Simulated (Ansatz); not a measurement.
Total energies of ZrTe2⁻ from Ansatz at PBE0-D4/def2-TZVPD, gas phase (1 Eh = 27.2114 eV = 2625.5 kJ/mol). The reference geometry is relaxed at r2SCAN-D4/def2-TZVPD.

Cartesian coordinates in Å:
```
Zr 0.867 -0.131 -0.207
Te -0.623 1.497 -1.604
Te -0.244 -1.366 1.810
```

```csv
state,geometry,energy (Eh)
charge -1 doublet,reference,-583.25847
charge 0 singlet,reference,-583.16746
charge -1 quartet,relaxed at r2SCAN-D4/def2-TZVPD,-583.20979
```

In the def2 sets Te, Zr take a core potential; there is no spin–orbit coupling.

Work out the vertical ionisation energy to the singlet.

E(charge 0 singlet) − E(charge -1 doublet) = -583.16746 − (-583.25847) = 0.09101 Eh = 2.48 eV. For comparison, −ε of the highest occupied level of the spin that leaves is 1.35 eV at this level, 1.13 eV less.

Which of the charge -1 states is lowest, and how far above it are the others?

The doublet. quartet: -583.20979 − (-583.25847) = 0.04868 Eh = 127.8 kJ/mol.

The structure comes from a short search, and lower isomers may exist.
